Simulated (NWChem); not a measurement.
System: GaN$_{2}$H$_{4}$F; SMILES [NH2][Ga]([NH2])[F]

```xyz
8

Ga     0.0000     0.0000     0.0191
F      0.0000     0.0000     1.7950
N     -1.6410    -0.0243    -0.7812
H     -1.7421     0.3734    -1.7180
H     -2.4419     0.2332    -0.1987
N      1.6410     0.0243    -0.7812
H      1.7421    -0.3734    -1.7180
H      2.4419    -0.2332    -0.1987
```
Atoms are numbered in this order, from 1.

Level: PBE-D3(BJ)/def2-SVP (NWChem), optimised geometry, unscaled harmonic frequencies. 

Question: List the harmonic frequencies with IR intensities, and the thermochemistry.

Answer: 
| frequency (cm⁻¹) | IR intensity (km/mol) |
|---|---|
| 150 | 2.1 |
| 175 | 11.9 |
| 183 | 17.0 |
| 226 | 38.1 |
| 289 | 81.5 |
| 340 | 231.7 |
| 355 | 15.3 |
| 636 | 7.5 |
| 691 | 47.1 |
| 723 | 34.3 |
| 740 | 50.8 |
| 799 | 62.9 |
| 1473 | 27.3 |
| 1477 | 5.1 |
| 3486 | 33.6 |
| 3487 | 2.7 |
| 3591 | 37.0 |
| 3591 | 9.1 |

```json
{
 "zero_point_energy": "32.0 kcal/mol",
 "thermal correction to the enthalpy at 298.15 K (with zero-point energy)": "36.9 kcal/mol",
 "heat capacity Cv": "22.4 cal/(mol K)",
 "entropy at 298.15 K and 1 atm (symmetry number 2)": "79.1 cal/(mol K)",
 "dipole_moment": "2.64 D"
}
```

Rigid rotor and harmonic oscillator.
